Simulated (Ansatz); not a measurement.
Isomers of Cs$_{3}$H$_{3}$ (singlet), relaxed with PBE-D4/def2-TZVP; total energies from Ansatz at CCSD(T)/def2-TZVPP.

```csv
isomer,description,energy (Eh)
A,point group not assigned; 8 × Cs–H 2.69 to 3.03 Å,-61.81491
B,point group D3h; 6 × Cs–H 2.72 Å,-61.81799
```

In the def2 sets Cs takes a core potential; there is no spin–orbit coupling. Correlated methods freeze no core orbitals; core or outer-core shells of Cs are correlated, in sets that lack core-valence functions.

The isomers come from a short search, and lower ones may exist.

**Question.** Work out the relative energies (1 Eh = 2625.5 kJ/mol) and the Boltzmann populations at 1200 K from electronic energies alone (R = 8.314 J/mol/K).

**Answer.** ΔE: A 8.1, B 0.0 kJ/mol. RT = 9.98 kJ/mol. Factors exp(−ΔE/RT): A 0.444, B 1; sum 1.444. Populations: A 30.7 %, B 69.3 %. Zero-point energy, vibrational entropy and symmetry numbers are left out and can shift these; an error of 4 kJ/mol changes a ratio by a factor of 1.5. Over the other density-functional and correlated levels in def2 sets, the gap between B and A ranges from 2 to 9 kJ/mol.
